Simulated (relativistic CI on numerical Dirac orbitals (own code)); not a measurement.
## Hyperfine structure of B, mass number 11

Calculated at this level of theory: Dirac-Coulomb-Breit CI, separate exchange-only KLI orbitals for each configuration, model QED (radiative potential, 1s self-energy scaled to tabulated hydrogen-like ionisation energies), valence Slater integrals scaled by 0.85, P86 correlation energy added to each configuration (own radial code, finite nucleus).

CI space (outside the closed core 1s2): 2s2.2p, 2s.2p2, 2s2.3s, 2s2.3p, 2s2.3d, 2s2.4s, 2s2.4p, 2s2.4f, 2p3, 2s2.4d. Levels of other configurations are missing.

Nuclear spin I = 3/2, μ = 2.68838 μN, Q = 0.0406 b (tables of Stone and Pyykkö). The electronic factors are computed for point nuclear moments, without core polarisation; leaving it out makes A of s and p electrons in near-neutral atoms 20 to 40 % too small, and it can dominate for d and f shells.

| Level | E (cm⁻¹) | A (MHz) | B (MHz) |
| --- | --- | --- | --- |
| 2s2.2p 2P°_1/2 | 0.0 | 369.9 |  |
| 2s2.2p 2P°_3/2 | 13.0 | 73.82 | 2.96 |
| 2s.2p2 4P_1/2 | 27112.2 | 1205 |  |
| 2s.2p2 4P_3/2 | 27117.8 | 552.6 | 2.52 |
| 2s.2p2 4P_5/2 | 27123.9 | 524.2 | -3.16 |
| 2s2.3s 2S_1/2 | 46867.7 | 213.1 |  |
| 2s.2p2 2D_3/2 | 51580.4 | -264.3 | 4.08 |
| 2s.2p2 2D_5/2 | 51580.5 | 525.4 | 5.82 |

Levels with J = 0, under 50 % of one LS term, or S terms without an open s electron are left out. Small factors come from cancelling terms and can be off by tens of per cent or more.

Correlation outside the listed configurations is missing or only estimated: errors of thousands of cm⁻¹ between configurations and terms are usual at this charge. Rates and lifetimes follow the computed energies and can be off by large factors. The fine structure of a lone outer electron comes out too small, for d and f at times inverted, and misplaced configurations move strength between like terms. 11 of the 15 excited levels that our extract of the measured tables holds in this range could be paired (the sources list more); they are missed by 5654 cm⁻¹ on average and 7224 at most, and levels without a partner can miss by more.

Q: Give the hyperfine levels of 2s2.2p 2P°_1/2 relative to its centre of gravity.

A: With K = F(F + 1) − I(I + 1) − J(J + 1), E = AK/2: F = 1: -462.3, F = 2: 277.4 MHz.
